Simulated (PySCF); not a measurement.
C5H7ClO2.
Structure used (GFN2-xTB), in Å, numbered top down from 1:
```xyz
15
C5H7ClO2 angstrom
C     -1.8972   -0.7890    0.7304
C     -1.2057    0.0240   -0.3675
C     -0.1975    0.9518    0.2132
Cl    -0.8632    2.2483    1.1358
C      1.1333    0.8666    0.1126
C      1.8607   -0.1616   -0.6371
O      1.4017   -1.0696   -1.2872
O      3.1863    0.0248   -0.5226
H     -2.4206   -0.1336    1.4223
H     -2.6151   -1.4715    0.2845
H     -1.1658   -1.3710    1.2854
H     -0.7002   -0.6463   -1.0615
H     -1.9556    0.6053   -0.9084
H      1.7726    1.5894    0.5971
H      3.6618   -0.6596   -1.0188
```

The closed-shell SCF was solved with PySCF and density fitting under several settings on one GFN2-xTB geometry (grid level 2 and gas phase unless stated).

```tsv
settings	basis functions	SCF cycles	E (Eh)	HOMO (eV)	LUMO (eV)	dipole (D)
PBE0/pcSseg-1	178	15	-804.8034	-7.79	-1.61	0.34
PBE0/def2-SVPD	229	15	-804.4925	-7.83	-1.72	0.29
PBE0/def2-SVP, start guess sap	151	19	-804.4624	-7.63	-1.42	0.38
```

Q: Estimate the row for these settings: PBE0/aug-cc-pVDZ.

A: 
| settings | basis functions | SCF cycles | E (Eh) | HOMO (eV) | LUMO (eV) | dipole (D) |
| --- | --- | --- | --- | --- | --- | --- |
| PBE0/aug-cc-pVDZ | 251 | 15 | -804.9142 | -7.76 | -1.64 | 0.27 |

Q: Over all rows, what range does the HOMO–LUMO gap span?

A: From 6.11 eV (PBE0/def2-SVPD) to 6.21 eV (PBE0/def2-SVP, start guess sap).

Q: Compare two rows with the functional PBE0: PBE0/pcSseg-1 and PBE0/aug-cc-pVDZ. Which energy is lower, and by how much?

A: PBE0/aug-cc-pVDZ (251 functions) lies 0.1108 Eh or 70 kcal/mol below PBE0/pcSseg-1 (178 functions).

Whole jobs, the steps after the SCF included, on Arm Neoverse N1, one thread (shared host):

```json
{"settings": "PBE0/pcSseg-1", "work after the SCF": "shieldings, charges and field gradients", "wall time": "37 s", "peak memory": "0.81 GiB"}
{"settings": "PBE0/def2-SVPD", "work after the SCF": "6 singlets by full TDDFT, 2 Tamm–Dancoff triplets, polarisability", "wall time": "66 s", "peak memory": "0.94 GiB"}
{"settings": "PBE0/def2-SVP, start guess sap", "work after the SCF": "spin–spin couplings from 12 perturbed nuclei, spin–dipole term left out", "wall time": "46 s", "peak memory": "0.82 GiB"}
{"settings": "PBE0/aug-cc-pVDZ", "work after the SCF": "1 singlet by TDA, polarisability", "wall time": "51 s", "peak memory": "0.94 GiB"}
```

Cycle counts include a coarse-grid stage where the run had one.

One conformer stands for the species.
